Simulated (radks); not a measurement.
Question: Species: Ir2+. Configuration: [Xe] 4f14 5d7. All-electron calculation, Dirac Kohn-Sham, BLYP, spin-unpolarised, spherical densities, point nucleus; open shells fill j = l - 1/2 first. Program: a radial shooting solver on a logarithmic mesh with Libxc functionals.

Spin-orbit splittings of the eigenvalues, e(l+1/2) - e(l-1/2), with zeta = 2 splitting/(2l+1) and mean radii in bohr:

| shell | occ. | splitting (eV) | zeta (eV) | <r> j=l-1/2 | <r> j=l+1/2 |
|---|---|---|---|---|---|
| 2p | 6 | 1628 | 1086 | 0.06016 | 0.06848 |
| 3p | 6 | 356.5 | 237.7 | 0.1801 | 0.1954 |
| 3d | 10 | 77.03 | 30.81 | 0.1705 | 0.1752 |
| 4p | 6 | 84.36 | 56.24 | 0.4266 | 0.4604 |
| 4d | 10 | 15.65 | 6.262 | 0.4719 | 0.4832 |
| 4f | 14 | 3.119 | 0.8913 | 0.5316 | 0.5393 |
| 5p | 6 | ? | ? | 1.065 | 1.164 |
| 5d | 7 | 1.305 | 0.5219 | 1.603 | 1.660 |

Estimate the 5p splitting.

Answer: 13.61 eV (zeta = 9.070 eV).
